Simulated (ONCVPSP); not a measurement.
## Transferability test, ONCV potential for Sc

- Element: Sc
- Generator: ONCVPSP 4.0.1
- Type: optimised norm-conserving Vanderbilt (ONCV)
- Functional: revPBE
- Relativity: non-relativistic
- Frozen core: [Ne] 3s2
- Valence charge: 9
- Reference configuration: 3p6 3d1 4s1.5 (charge +0.5)
- Partial waves: 4s: rc 3.10 bohr, ncon 4, nbas 8, qcut 1.8 1/bohr, 2 projectors, debl 1.7 Ha; 3p: rc 1.45 bohr, ncon 5, nbas 9, qcut 10 1/bohr, 1 projector; 3d: rc 2.85 bohr, ncon 3, nbas 8, qcut 6.3 1/bohr, 2 projectors, debl 3.6 Ha
- Local potential: polynomial inside 1.10 bohr (lpopt 5, dvloc0 1 Ha)
- Core correction: none

Energies are relative to the spin-unpolarised reference configuration 3p6 3d1 4s1.5; without spin polarisation the order of configurations can differ from experiment.

```
valence configuration  charge  ΔE all-electron (eV)  error AE − PS (meV)
          3p6 3d1 4s1      +1                 4.078                  0.0
          3p6 3d1 4s0      +2                16.645                  +11
          3p6 3d0 4s0      +3                41.587                 +536
```

(1) What are ΔE and the potential's error for 3p6 3d1 4s2?

Note: ghosts flagged at negative energy: s at -37.4 eV; no localised positive-energy state flagged. A true bound ghost makes a file unfit for plane-wave use.

Answers

(1) ΔE = -2.713 eV all-electron; the error (AE − PS) is -0.3 meV.
